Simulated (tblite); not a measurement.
C₂H₂ClF₅Ge.
Atom-mapped SMILES: `[F:1][CH:2]([F:3])[C@@H:4]([Cl:5])[Ge:6]([F:7])([F:8])[F:9]` (hydrogens: H10 on C2; H11 on C4)

Computed with GFN2-xTB (tblite), gas phase: L-BFGS steps from a force-field or distance-geometry start until the largest atomic force falls under 0.01 eV/Å.

Step 28: E = -967.5326 eV
```
atom  x, y, z in Å  |  force x, y, z in eV/Å
F1     -0.8131   -1.0951   -1.4320    0.035   0.054   0.032
C2     -1.3590   -0.2580   -0.5282    0.001   0.011   0.020
F3     -1.4320    0.9550   -1.1227   -0.028  -0.017  -0.023
C4     -0.4587   -0.1223    0.6804    0.046  -0.005   0.007
Cl5    -0.3525   -1.6395    1.5630   -0.007  -0.002   0.020
Ge6     1.4026    0.4020    0.0477   -0.064  -0.016  -0.013
F7      2.3314   -0.8819   -0.5857    0.029  -0.052  -0.003
F8      1.5949    1.6522   -1.1068   -0.004   0.039  -0.011
F9      2.3060    0.9415    1.4054    0.015   0.008   0.012
H10    -2.3746   -0.6078   -0.2902   -0.023   0.007  -0.017
H11    -0.8395    0.6566    1.3431    0.001  -0.026  -0.024
```

Step 29: E = -967.5331 eV
```
atom  x, y, z in Å  |  force x, y, z in eV/Å
F1     -0.8092   -1.0888   -1.4350    0.034   0.053   0.039
C2     -1.3606   -0.2586   -0.5279   -0.006   0.010   0.011
F3     -1.4447    0.9547   -1.1196   -0.018  -0.004  -0.024
C4     -0.4601   -0.1199    0.6799    0.053   0.011  -0.009
Cl5    -0.3466   -1.6347    1.5631   -0.017  -0.022   0.034
Ge6     1.4015    0.4010    0.0459   -0.017  -0.005  -0.008
F7      2.3299   -0.8874   -0.5843    0.012  -0.032   0.004
F8      1.6034    1.6531   -1.1067   -0.009   0.029  -0.006
F9      2.3044    0.9381    1.4078   -0.001  -0.002  -0.010
H10    -2.3737   -0.6157   -0.2911   -0.027  -0.005  -0.008
H11    -0.8389    0.6607    1.3418   -0.005  -0.032  -0.024
```

**Question.** Estimate the geometry and energy of step 30. (The exact step hangs on the optimiser's Hessian estimate; all steps are aligned on step 29, rigid shifts and turns removed.)

**Answer.** E = -967.5335 eV, largest force 0.060 eV/Å
```
atom  x, y, z in Å  |  force x, y, z in eV/Å
F1     -0.8056   -1.0833   -1.4365    0.033   0.038   0.032
C2     -1.3619   -0.2586   -0.5273   -0.009   0.010   0.004
F3     -1.4541    0.9544   -1.1179   -0.010   0.008  -0.017
C4     -0.4601   -0.1180    0.6794    0.036   0.012  -0.017
Cl5    -0.3424   -1.6315    1.5638   -0.023  -0.027   0.038
Ge6     1.4004    0.4000    0.0444    0.033   0.003  -0.009
F7      2.3289   -0.8922   -0.5831   -0.005  -0.011   0.012
F8      1.6089    1.6543   -1.1065   -0.014   0.016   0.000
F9      2.3031    0.9357    1.4093   -0.014  -0.010  -0.027
H10    -2.3734   -0.6213   -0.2920   -0.020  -0.011   0.000
H11    -0.8383    0.6632    1.3404   -0.008  -0.028  -0.016
```

The energy changes by -0.0004 eV. The first-order estimate −F·Δx gives -0.0005 eV and the mean of the old and new forces, exact on a quadratic surface, -0.0004 eV. The step makes an angle of 76° with the force vector and moves no atom by more than 0.010 Å.

What follows is the cost of the whole relaxation. Hardware: one thread, Arm Neoverse V1 (aarch64), on a shared host. Cost: 0.38 s wall.
